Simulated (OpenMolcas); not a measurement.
Os5+ among 4 point charges of -2.5 e arranged as a tetrahedron (Td).

| Property | Result |
| --- | --- |
| Program | OpenMolcas 26.06 |
| Method | CASSCF |
| Basis | ANO-RCC-VDZP [7s6p4d2f1g] |
| Scalar Hamiltonian | DKH2, point nucleus |
| Active space | 3 electrons in 5 orbitals (5d) |
| State averaging | 2S+1 = 4 even, 10 roots; 2S+1 = 2 even, 40 roots |
| Spin-orbit coupling | state interaction with AMFI integrals over the reference wave functions |

All point charges move together. At R = 2.04 Å |10Dq| is 4068 cm-1, and at R = 2.14 Å it is 3304 cm-1.

Question: A third run gives 2258 cm-1. What distance was it run at?

Answer: With a power law R^-n the two known points give n = -ln(3304 / 4068) / ln(2.14 / 2.04) = 4.35. Then R = 2.04 × (4068 / 2258)^(1/4.35) = 2.336 Å. The run was at 2.33 Å, so the estimate is off by +0.006 Å.

Without dynamic correlation the repulsion within the d shell is too large (B by tens of per cent), so at a given field states of lower spin stand too high. Point charges give a weaker field than real ligands, and real ions of this kind are as a rule low spin; the high spin found here belongs to the model. Spin-orbit coupling mixes the spin-free states strongly: the lowest level takes only 53 % from its leading state, 4T1 (figures for R = 2.04; the like holds for R = 2.14, R = 2.33). The ground term spreads over less than 5000 cm-1, several times less than with real ligands, so orbital moments are less quenched and χT lies further from the spin-only value than at real sites (holds for R = 2.33). Point charges carry no covalency, so the field is a model and not that of real ligands. No measured value stands beside these numbers.
